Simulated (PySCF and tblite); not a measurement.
Values are calculated unless marked as measured or tabulated.
Stationary points of C6H9N3Si at GFN2-xTB, in Å:

Structure A

```
 1 C    -0.783   -1.359   -1.265
 2 C    -0.463   -0.949    0.175
 3 Si   -1.878    0.081    0.956
 4 C    -2.041    1.591   -0.134
 5 N    -2.120    2.505   -0.820
 6 C     0.811   -0.175    0.253
 7 C     1.871   -0.360    1.160
 8 N     2.837    0.513    0.957
 9 N     2.431    1.264   -0.060
10 C     1.217    0.895   -0.519
11 H    -1.672   -1.986   -1.297
12 H     0.048   -1.920   -1.692
13 H    -0.959   -0.485   -1.888
14 H    -0.330   -1.860    0.769
15 H    -1.528    0.557    2.293
16 H    -3.161   -0.622    0.897
17 H     1.957   -1.094    1.937
18 H     3.015    2.012   -0.398
19 H     0.740    1.401   -1.333
```

Structure B

```
 1 C    -0.569   -1.878   -0.319
 2 C    -0.569   -0.611    0.542
 3 Si   -2.048    0.531    0.125
 4 C    -2.007    0.829   -1.718
 5 N    -1.984    0.996   -2.852
 6 C     0.718    0.130    0.394
 7 C     1.291    0.646   -0.786
 8 N     2.440    1.240   -0.539
 9 N     2.632    1.127    0.770
10 C     1.623    0.466    1.378
11 H    -1.491   -2.441   -0.178
12 H     0.269   -2.520   -0.049
13 H    -0.478   -1.627   -1.373
14 H    -0.656   -0.912    1.593
15 H    -1.921    1.834    0.779
16 H    -3.323   -0.138    0.401
17 H     0.905    0.606   -1.785
18 H     3.462    1.511    1.192
19 H     1.615    0.284    2.434
```

Structure C

```
 1 C    -0.696   -1.824   -0.701
 2 C    -0.507   -0.817    0.439
 3 Si   -2.011    0.360    0.565
 4 C    -1.840    1.592   -0.829
 5 N    -1.722    2.348   -1.681
 6 C     0.784   -0.073    0.282
 7 C     1.983   -0.536   -0.297
 8 N     2.923    0.385   -0.259
 9 N     2.372    1.438    0.333
10 C     1.087    1.214    0.676
11 H    -1.646   -2.346   -0.601
12 H     0.097   -2.569   -0.694
13 H    -0.680   -1.316   -1.663
14 H    -0.452   -1.387    1.377
15 H    -2.017    1.137    1.808
16 H    -3.270   -0.359    0.359
17 H     2.194   -1.491   -0.734
18 H     2.908    2.281    0.461
19 H     0.494    1.964    1.160
```

Level: PBE0/pcSseg-1 + D3(BJ), IEF-PCM dichloromethane on GFN2-xTB stationary points, with GFN2-xTB thermal terms.

**Question.** Which structure is a saddle point, and along which motion?

**Answer.** C: one imaginary mode (38i cm⁻¹ at GFN2-xTB, mostly on C7, C10, N8), along the rotation about the C6–C2 bond (torsion C7–C6–C2–C1 from -133° to 58°, rising).

**Question.** Give their symmetry and energies above the lowest.

**Answer.** A C1, 0.0 kcal/mol; B C1, 0.6 kcal/mol; C C1, 2.6 kcal/mol.
